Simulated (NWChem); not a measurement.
A series in which one site is exchanged, each optimised at PBE0/def2-SVP with NWChem, gas phase unless a solvent is named. All stand in one matching conformer (torsions within 35°), which need not be the lowest. This build's default masses of Se (78.918 u) and Br (79.917 u) are each other's, which moves their modes by up to 0.6 %. For some, no frequency run checked for a minimum. def2 effective core potentials on Cd, Te; no spin-orbit coupling.

A: N[Se][SeH] (NH₃Se₂; site = Se)
B: [NH2][Cd][SeH] (CdNH₃Se; site = Cd)
C: N[Te][SeH] (NH₃TeSe; site = Te)
D: [NH2][Be][SeH] (BeNH$_{3}$Se; site = Be)

Values for A:

- dipole (D), PBE0/def2-SVP: 1.75
- orbital gap (eV), PBE0/def2-SVP: 5.72
- static polarisability, B3LYP/def2-SVPD (bohr³): 71.0
- lowest singlet excitation, B3LYP/def2-SVPD, TDA (eV): 3.96

Question: How do these values change for the other members?

Answer: 
```tsv
change from A	B	C	D
dipole (D), PBE0/def2-SVP	+0.46	+0.42	+0.49
orbital gap (eV), PBE0/def2-SVP	+0.07	-0.78	+1.21
static polarisability, B3LYP/def2-SVPD (bohr³)	+3.1	+12.8	-15.5
lowest singlet excitation, B3LYP/def2-SVPD, TDA (eV)	+0.28	-0.62	+1.24
```
